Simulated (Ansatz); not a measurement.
Two spin states of BO+, each at its own minimum; 2S+1 = 1, 3, 5 were tried, and our sources give no spin for the ground state.

Each state is the lowest solution found for its spin in def2 and cc sets. The singlet is a restricted closed-shell determinant, which can mix singlet states where a π or δ shell is part-filled.

Cores are frozen in the correlated methods.

Programs: Ansatz (Gaussian basis) for Hartree–Fock, density functionals and correlated methods. Values without a source in brackets are computed.

Problem. Predict the energy of the multiplicity-3 state above the multiplicity-1 state from CCSD/def2-TZVPP.

Solution. 0.24 eV

Problem. Predict the energy of the multiplicity-3 state above the multiplicity-1 state from wB97X-V/def2-TZVPP.

Solution. 0.28 eV

Problem. What energy of the multiplicity-3 state above the multiplicity-1 state does CCSD(T)/def2-TZVPP give?

Solution. 0.53 eV

Doubts at one or more of the structures used: T1 above 0.05 (CCSD/def2-TZVPP, CCSD(T)/def2-TZVPP).

Ansatz is a program for electronic structure.
